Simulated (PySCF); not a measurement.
# 31P chemical shifts

- geometry from GFN2-xTB
- shielding tensors at PBE0/pcSseg-1 (GIAO)
- program: PySCF 2.14
- isolated molecule, one conformer, non-relativistic, rapidly exchanging positions averaged

Shieldings were converted by a linear fit to measured shifts: 31P (scatter 18.1 ppm rms vs H3PO4, solution or neat liquid). Occasional misses reach two or three times the rms, and more in compound classes unlike the fitted ones.

Question: Give the 31P shifts of `C=C(C#N)C[Si@@H](C)P`, `N#CC[C@@H]1C[C@H]1[SiH2]P`, `N#C[C@@H]1CC[Si@H](P)C1`.

Answer: 
| compound | environment | δ (ppm) |
| --- | --- | --- |
| C=C(C#N)C[Si@@H](C)P | phosphorus bonded to Si, 2 H | -243.2 |
| N#CC[C@@H]1C[C@H]1[SiH2]P | phosphorus bonded to Si, 2 H | -247.7 |
| N#C[C@@H]1CC[Si@H](P)C1 | phosphorus bonded to Si, 2 H | -246.3 |

Question: Match the shifts 221.7, 19.9, -76.6, -223.2, -246.9 ppm to `C/N=C/C#C[Si@@H](C)P`, `Cc1cncpc1C=O`, `CC1=C[P@]1(C)=O`, `N#C[C@@H]1CC[Si@@H](P)C1`, `COC[P@@](C)(=O)C(F)(F)F`.

Answer: 221.7: Cc1cncpc1C=O (phosphorus bonded to 2 C, in a 6-membered ring); 19.9: COC[P@@](C)(=O)C(F)(F)F (phosphorus bonded to 3 C, O); -76.6: CC1=C[P@]1(C)=O (phosphorus bonded to 3 C, O, in a 3-membered ring); -223.2: C/N=C/C#C[Si@@H](C)P (phosphorus bonded to Si, 2 H); -246.9: N#C[C@@H]1CC[Si@@H](P)C1 (phosphorus bonded to Si, 2 H).
